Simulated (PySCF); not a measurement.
**I(47+): ionisation energy**

I(47+) [He] 2s2 2p2 (3P) → I(48+) [He] 2s2 2p1 (2P), as a difference of total energies. Calculation: PySCF 2.14, in an even-tempered Gaussian basis (19 s from 23 bohr⁻², ratio 2.2; 12 p from 29 bohr⁻², ratio 2.2; 6 d from 110 bohr⁻², ratio 2.4; 5 f from 170 bohr⁻², ratio 2.4; 4 g from 250 bohr⁻², ratio 2.4); scalar relativity by spin-free X2C-1e. Correlated levels: nothing frozen; virtual orbitals above 40 to 60 times the deepest correlated orbital energy dropped. The calculations carry no spin-orbit coupling.

```json
{"method": "UHF", "ionisation energy (eV)": "8413.9"}
{"method": "LDA", "ionisation energy (eV)": "8408.8"}
{"method": "PBE", "ionisation energy (eV)": "8412.3"}
{"method": "PBE0", "ionisation energy (eV)": "8413.0"}
{"method": "r2SCAN", "ionisation energy (eV)": "8416.6"}
{"method": "r2SCANh", "ionisation energy (eV)": "8416.5"}
{"method": "PW91", "ionisation energy (eV)": "8413.7"}
{"method": "MP2 (all electrons)", "ionisation energy (eV)": "8413.5"}
{"method": "SCS-MP2 (all electrons)", "ionisation energy (eV)": "8413.1"}
```

Spin-orbit coupling is strong in these open shells (close to jj coupling). The scalar numbers leave it out and a first-order estimate fails, so it can dominate the gap to the real levels.

For this ion Breit and QED terms and the two-electron picture change, all absent here, outweigh the differences among the correlated methods.

For comparison: 8601 ± 4 eV (theoretical estimate listed by NIST; NIST Atomic Spectra Database, ionization energies).
